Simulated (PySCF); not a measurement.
B(H)(Me)(NCO) (C2H4BNO), SMILES B(C)N=C=O. Coordinates come from a B3LYP-D3(BJ)/def2-SVP optimisation. One conformer was computed; it need not be the lowest.

**Question.** Give the equilibrium geometry at B3LYP-D3(BJ)/def2-SVP (PySCF confirms it by a frequency run) as bond lengths and angles, and its point group. (Estimate from the structure and the level; the computed values follow.)

**Answer.** Several could match; the one computed here: point group Cs.
Atoms: B1 H2 C3 H4 H5 H6 N7 C8 O9. Bond lengths (Å): B1–H2 1.211, B1–C3 1.565, B1–N7 1.417, C3–H4 1.106, C3–H5 1.100, C3–H6 1.106, N7–C8 1.199, C8–O9 1.172. Bond angles (°): H2–B1–C3 120.7, H2–B1–N7 117.1, C3–B1–N7 122.2, B1–C3–H4 109.3, B1–C3–H5 114.8, B1–C3–H6 109.3, H4–C3–H5 109.0, H4–C3–H6 104.9, H5–C3–H6 109.0, B1–N7–C8 175.9, N7–C8–O9 179.2.
